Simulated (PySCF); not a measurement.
Identify the unknown among the candidates.

All candidates are C7H7NS.

| technique | computed result |
| --- | --- |
| UV, strongest line | among the 8 lowest singlet transitions: S5 at 6.70 eV (185 nm, f = 0.461) [TDDFT CAM-B3LYP/def2-SVPD] |
| UV, first state | lowest singlet excitation: 5.34 eV (232 nm, f = 0.073) [TDDFT CAM-B3LYP/def2-SVPD] |
| Triplet | lowest triplet excitation (Tamm–Dancoff): 3.48 eV [TDA CAM-B3LYP/def2-SVPD] |
| Polarisability | 103.2 au [CAM-B3LYP/def2-SVPD] |
| Dipole | 4.92 D [CAM-B3LYP/def2-SVPD] |
| Rotational structure | rotational constants A, B, C: 3.132, 0.849, 0.706 GHz [GFN2-xTB] |

The electronic properties come from PySCF, for the isolated species, density fitting. Levels stand in brackets. Geometry: GFN2-xTB, one conformer, isolated molecule.

**Question.** Which candidate is it?
A. `CNC(=S)C#CC1=CC1`
B. `N#C[C@@]12[C@H]3[C@@H](S)[C@@H]1C[C@H]32`
C. `C=Nc1ccccc1S`
D. `CCc1cc(C#N)cs1`

**Answer.** D. It is `CCc1cc(C#N)cs1`. Numbering: `[CH3:1][CH2:2][c:3]1[cH:4][c:5]([C:6]#[N:7])[cH:8][s:9]1`. Its formula, C7H7NS, gives 5 degrees of unsaturation: 1 ring and 4 π bonds in the structure found (Kekulé form). S1 is mainly HOMO→LUMO (weight 0.92); the largest Löwdin shares of the orbital it empties are 0.23 on the aromatic CH next to a ring sulfur, 0.20 on a substituted aromatic carbon, 0.16 on a substituted aromatic carbon and 0.09 on the aromatic CH carbon, of the orbital it fills 0.26 on the aromatic CH next to a ring sulfur, 0.21 on the thiophene-type sulfur, 0.15 on a substituted aromatic carbon and 0.10 on a substituted aromatic carbon. The optimised geometry has point group C1 and is an asymmetric top.

The others, at the same levels:
- `CNC(=S)C#CC1=CC1` fails: its computed lowest singlet excitation is 2.74 eV (452 nm, f = 0.003) (against 5.34 eV), lowest triplet excitation (Tamm–Dancoff) is 2.41 eV (against 3.48 eV) and strongest line among the 8 lowest singlet transitions is S8 at 5.87 eV (211 nm, f = 0.348) (against S5 at 6.70 eV).
- `C=Nc1ccccc1S` fails: its computed lowest singlet excitation is 3.93 eV (315 nm, f = 0.068) (against 5.34 eV), lowest triplet excitation (Tamm–Dancoff) is 3.10 eV (against 3.48 eV) and strongest line among the 8 lowest singlet transitions is S5 at 5.62 eV (221 nm, f = 0.369) (against S5 at 6.70 eV).
- `N#C[C@@]12[C@H]3[C@@H](S)[C@@H]1C[C@H]32` fails: its computed lowest singlet excitation is 5.61 eV (221 nm, f = 0.005) (against 5.34 eV), lowest triplet excitation (Tamm–Dancoff) is 5.16 eV (against 3.48 eV) and static isotropic polarisability is 95.7 au (against 103.2 au).

Each candidate is one conformer, not necessarily the lowest. The conformers computed, where there is a choice (atom-mapped SMILES and torsion angles):
- `[CH3:1][CH2:2][c:3]1[cH:4][c:5]([C:6]#[N:7])[cH:8][s:9]1`: C1–C2–C3–C4 106°
- `[CH3:1][NH:2][C:3](=[S:4])[C:5]#[C:6][C:7]1=[CH:8][CH2:9]1`: C1–N2–C3–S4 178°
- `[CH2:1]=[N:2][c:3]1[cH:4][cH:5][cH:6][cH:7][c:8]1[SH:9]`: C1–N2–C3–C4 -33°, H–S9–C8–C7 -173°
- `[N:1]#[C:2][C@@:3]12[C@H:4]3[C@@H:5]([SH:6])[C@@H:7]1[CH2:8][C@@H:9]23`: H–S6–C5–C4 48°
